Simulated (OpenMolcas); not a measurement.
## Computed transition rates of Sb IV

```yaml
Program: OpenMolcas 26.06
Method: "MS-RASPT2, IPEA 0.25 Eh, imaginary shift 0.1 Eh (closed shells correlated: 4d)"
Basis: ANO-RCC [10s9p8d5f3g]
Scalar_Hamiltonian: DKH2, point nucleus
Active_space: 2 electrons in 9 orbitals (RAS2 5s 5p; RAS3 5d, at most 2 electrons)
State_averaging: 2S+1 = 3 even, 3 roots; 2S+1 = 1 even, 7 roots; 2S+1 = 3 odd, 3 roots; 2S+1 = 1 odd, 3 roots
Spin-orbit_coupling: RASSI with atomic mean-field integrals over the reference wave functions, term energies averaged over their components
```

Rates come from the transition moments of the reference wave functions (E1 and E2 in the length form). At fixed line strength A goes as λ^-3 for E1 and M1 and as λ^-5 for E2, so a rate at the computed wavelength can be rescaled to the measured one. Measured vacuum wavelengths follow from level energies in Moore, Atomic Energy Levels, vol. III, NSRDS-NBS 35 (1971 reprint of NBS Circular 467, 1958). Branching counts decays inside the model space alone, at computed energies, and the table is only a selection of the E1 lines, drawn from those between levels with measured partners whose computed energy lies within a factor of 1.5 of the measured one.

```csv
Upper,Lower,Type,λ computed (nm),λ measured (nm),A computed (s-1),A rescaled (s-1),Branching %
5p2 1D2 [75 %],5s 5p 1P* 1,E1,162.6,166.7,1.19e+08,1.10e+08,11.2
5p2 1D2 [75 %],5s 5p 3P* 2,E1,118.9,119.9,6.26e+08,,58.7
5p2 3P1,5s 5p 3P* 2,E1,118.7,119.3,1.39e+09,1.37e+09,36.8
5p2 3P0,5s 5p 3P* 1,E1,116.7,117.1,3.48e+09,3.44e+09,99.6
5p2 1D2 [75 %],5s 5p 3P* 1,E1,112.3,112,3.22e+08,,30.1
5p2 3P1,5s 5p 3P* 1,E1,112.1,111.5,9.81e+08,9.97e+08,25.9
```

Spin-changing lines and M1 lines between different terms are not rescaled, since their strength hangs on the term gaps too.

The largest correction is for 5p2 1D2 [75 %] → 5s 5p 1P* 1 (E1): 1.19e+08 × (162.6 / 166.7)^3 = 1.10e+08 s-1, a factor of 0.93.

The computed rate and branching of 5p2 3P0 → 5s 5p 3P* 1 give the upper level a radiative lifetime of 0.996 / 3.48e+09 s-1 = 2.86e-10 s, counting decays inside the model space alone. The rescaled rate gives about 2.9e-10 s.

No measured rate stands beside these. Rescaling mends the energy factor alone: line strengths can still be far off where a level mixes with configurations outside the active space, and weak or spin-changing lines hang on small mixing coefficients that depend on the term gaps too, so rescaling need not improve them.

CASPT2 does not keep the components of a term degenerate, so their means are used; among the terms shown or strongly mixed into the levels shown the widest spread is 78 cm-1 (5p2 1D). Active for correlation alone: 5d; no level in the range computed is led by a configuration that fills it, so any true level of that kind is missing. Some terms mix strongly with configurations of 5d, whose occupation reaches 0.29 (5p2 1D). Measured partners are found by configuration, term and J. A level has none where our copy of the source lacks it or the pairing is in doubt (some pairs that miss far off the trend of their configuration count as doubtful). Only configurations of the active space appear.

A share in square brackets marks a mixed level and gives the weight of the term that names it. * marks odd parity.
